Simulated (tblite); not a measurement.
Compound: C5H13NOSi.
Atom-mapped SMILES: `[CH3:1][SiH2:2][NH:3][CH2:4][CH:5]1[CH2:6][O:7][CH2:8]1` (hydrogens: H9, H10, H11 on C1; H12, H13 on Si2; H14 on N3; H15, H16 on C4; H17 on C5; H18, H19 on C6; H20, H21 on C8)

A start from a force field or distance geometry was refined with GFN2-xTB geometry optimisation, gas phase (tblite 0.8.0). Values at the start:

| coordinate | start |
| --- | --- |
| C1–Si2 | 1.885 Å |
| C1–H9 | 1.104 Å |
| Si2–N3 | 1.772 Å |
| Si2–H12 | 1.461 Å |
| Si2–H13 | 1.477 Å |
| N3–C4 | 1.459 Å |
| N3–H14 | 1.044 Å |
| C4–C5 | 1.503 Å |
| C4–H15 | 1.107 Å |
| C5–C6 | 1.526 Å |
| C5–H17 | 1.097 Å |
| C6–O7 | 1.395 Å |
| C6–H18 | 1.105 Å |
| C6–H19 | 1.089 Å |
| C1–Si2–N3 | 105.8° |
| Si2–N3–C4 | 112.8° |
| N3–C4–C5 | 108.7° |
| C4–C5–C6 | 114.6° |
| C4–C5–C8 | 111.6° |
| C5–C6–O7 | 86.4° |
| C6–C5–C8 | 78.0° |
| C6–O7–C8 | 85.8° |
| C1–Si2–N3–C4 | -148° |
| C4–C5–C8–O7 | 146° |
| C5–C6–O7–C8 | 37° |
| C6–O7–C8–C5 | -37° |

How do these coordinates change at the GFN2-xTB level?

```csv
coordinate,GFN2-xTB (Å or °),change
Si2–N3,1.720,-0.052
N3–H14,1.009,-0.035
C6–O7,1.428,+0.033
C4–C5,1.527,+0.024
N3–C4,1.439,-0.020
C1–H9,1.086,-0.018
C6–H18,1.094,-0.011
C4–H15,1.098,-0.009
C1–Si2,1.893,+0.008
C5–C6,1.534,+0.008
Si2–H12,1.467,+0.006
C5–H17,1.092,-0.005
C6–H19,1.093,+0.004
Si2–H13,1.476,-0.001
Si2–N3–C4,124.4,+11.6
C6–O7–C8,92.4,+6.6
C6–C5–C8,84.5,+6.5
C4–C5–C8,116.9,+5.3
C5–C6–O7,91.5,+5.1
N3–C4–C5,113.6,+4.9
C4–C5–C6,116.3,+1.7
C1–Si2–N3,105.4,-0.4
C6–O7–C8–C5,-1,+36
C5–C6–O7–C8,1,-36
C4–C5–C8–O7,118,-28
C1–Si2–N3–C4,-175,-27
```

The energy falls by 30.8 kcal/mol over 154 L-BFGS steps, the largest force on an atom goes from 2.65 to 0.009 eV/Å, and the atoms move by 0.718 Å rms after alignment. The bond that changes most is Si2–N3 (SiH2 silicon to silicon-bound nitrogen), which shortens by 0.052 Å. Bonds longer at the end by more than 0.005 Å: 8 of 21; shorter: 10. Among the dihedrals that turn most is H10–C1–Si2–H13, from 115° to 174°. Rotational constants go from 4419, 861.4, 764.6 to 4621, 733.1, 676.9 MHz.

Its GFN2-xTB frequencies are all real (lowest 37 cm⁻¹). One conformer, not necessarily the lowest. 3 starts were optimised and ended at 0.00, 0.54 and 1.34 kcal/mol (GFN2-xTB); the lowest of these is shown.

All values are computed, not measured.
